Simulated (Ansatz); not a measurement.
System: C$_{3}$H$_{6}$F, net charge 0, doublet state. It need not be the lowest isomer of its formula. SMILES: [CH2]CCF
Structure (B3LYP-D3(BJ)/def2-TZVP (Ansatz, an electronic-structure program) minimum search):
```xyz
10

C      1.6356     0.0549     0.1152
C      0.4682    -0.7509    -0.3229
C     -0.8460    -0.3094     0.2934
F     -1.1329     1.0068    -0.0840
H      1.5226     1.1106     0.3166
H      2.6330    -0.3600     0.0932
H      0.3543    -0.7067    -1.4179
H      0.6156    -1.8100    -0.0849
H     -0.8019    -0.3293     1.3846
H     -1.6741    -0.9328    -0.0505
```
Charge 0, spin multiplicity 2.

Parts of the frozen-core correlation energy in 6-31G (Ansatz, hartree). Frozen orbitals: 4; correlated occupied orbitals by spin: 13 and 12; virtual: 31 and 32. Open shells are spin-unrestricted. No spin-orbit coupling. No relativistic terms.

```json
[
 {"term": "reference (HF)", "value": "-216.41044"},
 {"term": "MP2 opposite-spin", "value": "…"},
 {"term": "MP2 same-spin", "value": "-0.08378"},
 {"term": "CCSD correlation", "value": "…"},
 {"term": "(T)", "value": "…"},
 {"term": "T1 diagnostic", "value": "0.009"},
 {"term": "largest doubles amplitude", "value": "0.021"},
 {"term": "<S^2> of the reference", "value": "0.763"}
]
```

Fill in the missing entries.


- MP2 opposite-spin, value: -0.28542
- CCSD correlation, value: -0.40843
- (T), value: -0.00770
